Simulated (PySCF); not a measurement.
Dipole moment and polarisability of AlH2(CF3)

Species: AlH2(CF3), CH₂AlF₃.
Structure used (PBE0-D3(BJ)/def2-SVP), in Å, numbered top down from 1:
```xyz
7
CH2AlF3 angstrom
Al     0.562    1.022    0.070
H      2.142    0.972    0.107
H     -0.302    2.347    0.044
C     -0.419   -0.748   -0.017
F      0.197   -1.739    0.656
F     -0.499   -1.154   -1.306
F     -1.681   -0.700    0.447
```

Level: CAM-B3LYP/def2-SVPD (PySCF), static field, nuclei fixed, core orbitals frozen in the response. The polarisability tensor in these axes (au):

```
x   45.06  1.13  0.28
y    1.13 46.55  0.24
z    0.28  0.24 38.44
```

Diagonalise the tensor; give its mean and Δα, where Δα² is half the sum of the squared differences of the eigenvalues.

Principal values 38.42, 44.45 and 47.17 au; mean 43.35 au = 6.42 Å³ = 7.15 × 10⁻⁴⁰ C²·m²/J; Δα = 7.76 au (18 % of the mean).

What is the dipole moment, and where does it point?

(1.13, 2.11, 0.27) D, 2.41 D in size, pointing from the negative to the positive side. Measured along this direction, the outermost atoms are F6, F5 and F7 at the negative end and H3 and H2 at the positive end.

Rayleigh depolarisation ratio (linearly polarised light, static tensor)?

ρ = 3Δα²/(45ᾱ² + 4Δα²) = 180.5/(84566 + 240.6) = 0.00213.

Sum over states: ᾱ = Σ f/ω², ω in Eh. What share falls to these 15 lowest TDDFT singlets (eV, f)? 5.38, 0.0013; 5.53, 0.0000; 8.29, 0.0071; 8.32, 0.0678; 8.63, 0.0184; 8.67, 0.0557; 8.84, 0.1550; 8.91, 0.0162; 8.92, 0.2293; 8.98, 0.1853; 9.44, 0.0655; 9.45, 0.4549; 9.54, 0.0156; 9.79, 0.5214; 9.89, 0.0112.

They add up to 15.57 au, 35.9 % of the 43.35 au; the largest single term is 4.03 au, from the state at 9.79 eV. Terms in order: 0.03, 0.00, 0.08, 0.73, 0.18, 0.55, 1.47, 0.15, 2.13, 1.70, 0.54, 3.77, 0.13, 4.03, 0.08 au. Higher excitations give the rest. The strengths listed sum to 1.805.

What would n − 1 = 2πNα be for an ideal gas of these molecules at 400 K and 1 atm, electronic part alone?

N = p/kT = 1.8347 × 10¹⁹ cm⁻³, so n − 1 = 2π × N × 6.42 × 10⁻²⁴ cm³ = 741 × 10⁻⁶ at long wavelengths.

In a dilute gas of rigid molecules at 350 K, how does the orientational term μ²/3kT compare with the electronic polarisability?

In Gaussian units μ²/3kT = 40.11 Å³ against 6.42 Å³, a ratio of 6.24; the Debye molar polarisation (4π/3)N_A(α + μ²/3kT) is 117.4 cm³/mol, leaving out the vibrational part.

What molar refraction does this α imply?

Lorentz–Lorenz: R = (4π/3)N_A α = 2.5225 cm³/(mol·Å³) × 6.42 Å³ = 16.2 cm³/mol, in the limit of long wavelengths.

Isolated species at its PBE0-D3(BJ)/def2-SVP geometry, gas phase.
